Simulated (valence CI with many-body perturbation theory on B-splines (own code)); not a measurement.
**Pb XXXIV: fill in the table**

Method: relativistic CI+MBPT: three valence electrons over a frozen Dirac-Fock core [Kr] 4d10, radial functions for each j: 7 s, 7 p, 7 d, 7 f, 4 g, 2 h, with the one-electron correlation potential Σ1, the two-electron term Σ2, the three-electron term Σ3, Breit, model QED; selected CI, second order for the rest, scaled by the run's own slope (own B-spline code, finite nucleus).

No measured spectrum was set against this ion. As an estimate, large intervals hold to a few tenths of a per cent, small ones and those within an open d or f shell to about a per cent. Excitations out of the core, of the other parity, are not computed and may begin above about 198 eV (a cautious bound); beyond it only levels of the ground parity were kept, without lifetimes.

| Level | E (cm⁻¹) |
| --- | --- |
| (4f5/2^3) J=9/2 | 0.0 |
| (4f5/2^3) J=3/2 | ? |
| (4f5/2^2 4f7/2) J=11/2 [a] | 45748 |
| (4f5/2^3) J=5/2 | 69620 |
| (4f5/2^2 4f7/2) J=9/2 | 73300 |
| (4f5/2^2 4f7/2) J=13/2 | 76768 |
| (4f5/2^2 4f7/2) J=5/2 [a] | 87709 |
| (4f5/2^2 4f7/2) J=3/2 [a] | 88670 |
| (4f5/2^2 4f7/2) J=7/2 [a] | ? |
| (4f5/2^2 4f7/2) J=15/2 | 99241 |
| (4f5/2^2 4f7/2) J=7/2 [b] | 106150 |
| (4f5/2^2 4f7/2) J=11/2 [b] | ? |
| (4f5/2 4f7/2^2) J=13/2 [a] | ? |
| (4f5/2 4f7/2^2) J=9/2 [a] | ? |
| (4f5/2^2 4f7/2) J=1/2 | 124500 |
| (4f5/2^2 4f7/2) J=3/2 [b] | 124780 |
| (4f5/2^2 4f7/2) J=5/2 [b] | 128450 |
| (4f5/2 4f7/2^2) J=9/2 [b] | 140090 |
| (4f5/2 4f7/2^2) J=7/2 [a] | ? |
| (4f5/2 4f7/2^2) J=15/2 | 142270 |

Levels are named by their leading jj configuration (3d3/2^4 stands for four electrons in 3d with j = 3/2), which in mixed levels can hold well under half, so a name can repeat and another be missing. Letters in brackets count levels of one name in rising energy.

Q: The levels stand in rising order. What does the calculation give for the missing energies?

A: (4f5/2^3) J=3/2 45071; (4f5/2^2 4f7/2) J=7/2 [a] 89870; (4f5/2^2 4f7/2) J=11/2 [b] 121660; (4f5/2 4f7/2^2) J=13/2 [a] 121780; (4f5/2 4f7/2^2) J=9/2 [a] 124040; (4f5/2 4f7/2^2) J=7/2 [a] 141810.
